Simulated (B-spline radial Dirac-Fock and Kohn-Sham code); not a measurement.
**Binding energies of Ba⁺ in different valence configurations**

Level of theory: Dirac-Fock ΔSCF + Breit + QED; a radial B-spline solver. Correlation energy is missing from these numbers.

Reference: the tabulated ground configuration [Xe] 6s1, with 3s 1310.4 eV, 3p3/2 1080.7 eV, 3d3/2 811.1 eV, 4s 278.0 eV, 4p1/2 219.6 eV, 4d5/2 104.2 eV, Kα1 32190.7 eV, Kβ1 36372.5 eV, Lα1 4466.7 eV, Lβ2 5158.3 eV.

Q: One of these configurations gives the following shifts from the reference, in eV: average energy +2.37, 3s +1.06, 3p3/2 +1.07, 3d3/2 +1.07, 4s +1.06, 4p1/2 +1.06, 4d5/2 +1.06, Kα1 0.00, Kβ1 0.00, Lα1 0.00, Lβ2 +0.01. Which?
A. [Xe] 6p1
B. [Xe] 5d1

A: A. The others give [Xe] 5d1: 3s -2.48.

Values without a named source are computed, but for edge energies of neutral atoms, which are taken from tables.
